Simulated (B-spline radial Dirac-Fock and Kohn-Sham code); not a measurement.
# Atomic lead: differential elastic cross section for positrons at 28.6 keV

Model: relativistic (Dirac) partial waves in the static field of the Dirac-Fock atom, without polarisation or absorption potentials. Program: a radial B-spline solver.

Input of the calculation (task.json; shells as n, l, electrons):

```json
{"items": [{
  "Z": 82,
  "q": 0,
  "cfg": [[1, 0, 2], [2, 0, 2], [2, 1, 6], [3, 0, 2], [3, 1, 6], [3, 2, 10], [4, 0, 2], [4, 1, 6], [4, 2, 10], [4, 3, 14], [5, 0, 2], [5, 1, 6], [5, 2, 10], [6, 0, 2], [6, 1, 2]],
  "A": 208,
  "rrms": 5.5012,
  "do": "elastic",
  "energies": [[28600.0, 1]],
  "theta": [5, 10, 15, 20, 25, 30, 35, 40, 45, 50, 55, 60, 65, 70, 75, 80, 85, 90, 95, 100, 105, 110, 115, 120, 125, 130, 135, 140, 145, 150, 155, 160, 165, 170, 175]
}]}
```

Run with: `python xray2_run.py task.json out`

| θ (°) | dσ/dΩ (a₀²/sr) |
| --- | --- |
| 5 | 9.65 |
| 10 | 1.19 |
| 15 | 0.330 |
| 20 | 0.134 |
| 25 | 0.0642 |
| 30 | 0.0344 |
| 35 | 0.0203 |
| 40 | 0.0128 |
| 45 | 0.00858 |
| 50 | 0.00601 |
| 55 | 0.00437 |
| 60 | 0.00327 |
| 65 | 0.00251 |
| 70 | 0.00197 |
| 75 | 0.00158 |
| 80 | 0.00129 |
| 85 | 0.00107 |
| 90 | 0.000901 |
| 95 | 0.000769 |
| 100 | 0.000665 |
| 105 | 0.000581 |
| 110 | 0.000514 |
| 115 | 0.000460 |
| 120 | 0.000415 |
| 125 | 0.000379 |
| 130 | 0.000348 |
| 135 | 0.000323 |
| 140 | 0.000303 |
| 145 | 0.000286 |
| 150 | 0.000272 |
| 155 | 0.000261 |
| 160 | 0.000253 |
| 165 | 0.000246 |
| 170 | 0.000242 |
| 175 | 0.000239 |

The total elastic cross section is 1.73 a₀², the first transport cross section 0.0226 a₀² and the second, weighted with (3/2) sin²θ, 0.0517 a₀². The mean deflection is ⟨1 − cos θ⟩ = 0.0131, and 0.17 % of the collisions scatter beyond 90°.
